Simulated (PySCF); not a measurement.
Ge(H)2(F)(OMe) (CH5FGeO), SMILES C[O][GeH2][F].

Coordinates come from a PBE0-D3(BJ)/def2-SVP optimisation. One conformer was computed; it need not be the lowest.

Two levels are set side by side: PBE/def2-TZVP (PySCF) and PBE0/def2-TZVP (PySCF). Same geometry, gas phase. Differences are taken from unrounded values.

```csv
quantity,PBE0
orbital gap (eV),8.76
highest occupied level (eV),-8.34
lowest empty level (eV),0.42
dipole moment (D),1.83
mean polarisability (bohr³),44.0
```

### Question
What does PBE give, and how far is it from PBE0? (An estimate is asked for; the answer gives what the named calculation found.)

### Answer

```
quantity                       PBE  PBE minus PBE0
---------------------------  -----  --------------
orbital gap (eV)              6.26           -2.50
highest occupied level (eV)  -6.75            1.59
lowest empty level (eV)      -0.49           -0.91
dipole moment (D)             1.70           -0.13
mean polarisability (bohr³)   46.1             2.1
```

Without exact exchange PBE keeps part of each electron's self-repulsion, which lifts occupied levels and narrows the gap. PBE's more diffuse valence density responds more strongly to a field. Differences between two approximate levels are no errors against the true value.

Rough cost on one machine, each run with all the roots and properties that it gave: PBE0 against PBE within a factor of 2.
